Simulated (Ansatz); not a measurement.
`O[SiH2][O][ZnH]`, charge 0, multiplicity 1.

(1) Give a relaxed structure at PBE0-D4/def2-TZVP (Ansatz 0.2.0). (Estimate.)

Answers

(1) Computed: 
Cartesian coordinates in Å:
```
O -1.1461 0.1813 -0.7170
Si -0.5518 -0.0279 0.8173
O 1.0430 -0.1647 0.6486
Zn 1.9658 -0.1022 -0.8778
H -2.0905 0.2844 -0.8392
H -1.1437 -1.2539 1.4217
H -0.9126 1.1464 1.6596
H 2.8359 -0.0634 -2.1133
```
Point group Cs.
